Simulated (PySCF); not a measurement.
Isomers of C7H5FN2.

All values: PBE0/pcSseg-1 (PySCF) at GFN2-xTB geometries, gas phase, one conformer each.

Question: Rank by dipole moment, lowest first.
A. `[nH]1c2cccc(F)c2cn1`
B. `C#Cc1ncc(C)c(F)n1`
C. `C#Cc1nnc(C)cc1F`
D. `Fc1cn2ccccc2n1`

Answer: B (2.44 D), A (2.82 D), C (3.15 D), D (4.54 D).

Question: Rank by LUMO energy, lowest first.
A. `[N:1]#[C:2][C:3]([C:4]#[N:5])=[CH:6][CH2:7]/[CH:8]=[CH:9]/[F:10]` with C3–C6–C7–C8 111°, C6–C7–C8–C9 -112°
B. `C#Cc1ncc(C)c(F)n1`
C. `Fc1cccc2[nH]ncc12`
D. `FC1=CN2C=CC=CC2=N1`

Answer: A (-2.74 eV), B (-1.82 eV), D (-1.23 eV), C (-0.96 eV).

Question: Rank by the lowest Hirshfeld charge on any atom, highest value first.
A. `C#CC1=NC(F)=C(C)C=N1`
B. `Fc1cn2ccccc2n1`
C. `[N:1]#[C:2][C:3]([C:4]#[N:5])=[CH:6][CH2:7]/[CH:8]=[CH:9]/[F:10]` with C3–C6–C7–C8 111°, C6–C7–C8–C9 -112°
D. `c1(C)cc(F)c(C#C)nn1`
E. `c1c2[nH]ncc2c(cc1)F`

Answer: D (-0.115 e), E (-0.135 e), A (-0.170 e), C (-0.193 e), B (-0.229 e).

All values together:

```json
{"SMILES": "Fc1cccc2[nH]ncc12", "μ (D)": "2.82", "HOMO (eV)": "-6.66", "LUMO (eV)": "-0.96", "lowest IAO charge (e)": "-0.265 (F)", "highest IAO charge (e)": "+0.304 (H)", "lowest Hirshfeld charge (e)": "-0.135 (N)", "highest Hirshfeld charge (e)": "+0.161 (H)"}
{"SMILES": "C#Cc1nnc(C)cc1F", "μ (D)": "3.15", "HOMO (eV)": "-6.99", "LUMO (eV)": "-1.90", "lowest IAO charge (e)": "-0.437 (C)", "highest IAO charge (e)": "+0.308 (C)", "lowest Hirshfeld charge (e)": "-0.115 (C)", "highest Hirshfeld charge (e)": "+0.105 (C)"}
{"SMILES": "Fc1cn2ccccc2n1", "μ (D)": "4.54", "HOMO (eV)": "-6.47", "LUMO (eV)": "-1.23", "lowest IAO charge (e)": "-0.366 (N)", "highest IAO charge (e)": "+0.375 (C)", "lowest Hirshfeld charge (e)": "-0.229 (N)", "highest Hirshfeld charge (e)": "+0.107 (C)"}
{"SMILES": "N#CC(C#N)=CC/C=C/F", "μ (D)": "4.67", "HOMO (eV)": "-8.12", "LUMO (eV)": "-2.74", "lowest IAO charge (e)": "-0.264 (C)", "highest IAO charge (e)": "+0.180 (H)", "lowest Hirshfeld charge (e)": "-0.193 (N)", "highest Hirshfeld charge (e)": "+0.088 (C)"}
{"SMILES": "C#Cc1ncc(C)c(F)n1", "μ (D)": "2.44", "HOMO (eV)": "-7.64", "LUMO (eV)": "-1.82", "lowest IAO charge (e)": "-0.429 (C)", "highest IAO charge (e)": "+0.425 (C)", "lowest Hirshfeld charge (e)": "-0.170 (N)", "highest Hirshfeld charge (e)": "+0.157 (C)"}
```

Conformers: `[N:1]#[C:2][C:3]([C:4]#[N:5])=[CH:6][CH2:7]/[CH:8]=[CH:9]/[F:10]` with C3–C6–C7–C8 111°, C6–C7–C8–C9 -112°.
